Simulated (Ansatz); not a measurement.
Born–Oppenheimer molecular dynamics of C$_{2}$H$_{10}$N$_{2}$OSi (16 atoms, charge 0, multiplicity 1). It starts from a relaxed structure.

Computed with RHF/6-31G* (Ansatz).

| Quantity | Value |
| --- | --- |
| ensemble | NVT, Langevin thermostat |
| time step | 0.5 fs |
| steps asked | 166 |
| set temperature | 400 K |
| friction | 0.001 /fs |
| temperature schedule | 41 steps to 400 K, then 125 steps to 10 K |
| seed | 568073 |

First frame:

```xyz
16
Properties=species:S:1:pos:R:3
Si -0.039 0.069 0.020
H 0.074 0.063 1.496
N 1.588 -0.015 -0.499
H 2.321 -0.326 0.101
H 1.850 -0.027 -1.461
N -0.800 1.424 -0.691
C -2.216 1.487 -0.990
H -2.656 0.502 -0.956
H -2.747 2.129 -0.286
H -2.374 1.892 -1.987
C -0.147 2.714 -0.773
H -0.261 3.137 -1.769
H -0.568 3.426 -0.063
H 0.911 2.621 -0.572
O -1.006 -1.198 -0.411
H -0.829 -2.031 0.001
```

(1) How far do the bonds stretch over the last three quarters of this one trajectory? (Pairs bonded in most of those frames.)

Results:

(1) 
| bond | mean (Å) | spread (Å) | shortest | longest |
| --- | --- | --- | --- | --- |
| Si1–H2 | 1.483 | 0.026 | 1.44 | 1.53 |
| Si1–N3 | 1.711 | 0.013 | 1.69 | 1.73 |
| Si1–N6 | 1.716 | 0.026 | 1.67 | 1.77 |
| Si1–O15 | 1.655 | 0.029 | 1.61 | 1.70 |
| N3–H4 | 0.997 | 0.007 | 0.98 | 1.01 |
| N3–H5 | 1.000 | 0.023 | 0.96 | 1.04 |
| N6–C7 | 1.458 | 0.034 | 1.40 | 1.51 |
| N6–C11 | 1.454 | 0.027 | 1.40 | 1.50 |
| C7–H8 | 1.081 | 0.017 | 1.05 | 1.11 |
| C7–H9 | 1.090 | 0.010 | 1.07 | 1.11 |
| C7–H10 | 1.091 | 0.025 | 1.05 | 1.13 |
| C11–H12 | 1.093 | 0.031 | 1.04 | 1.14 |
| C11–H13 | 1.092 | 0.026 | 1.05 | 1.13 |
| C11–H14 | 1.082 | 0.009 | 1.07 | 1.10 |
| O15–H16 | 0.947 | 0.009 | 0.93 | 0.96 |

Mean temperature of the second half: 218 K. The schedule's set-point averaged 139 K over the second half and the system 218 K, so it lags behind the ramp. A run of 0.083 ps of so small a system gives no equilibrium averages.

Time of the run: 4.4 min on 2 threads of Arm Neoverse V2 (shared host), peak memory 0.27 GiB.
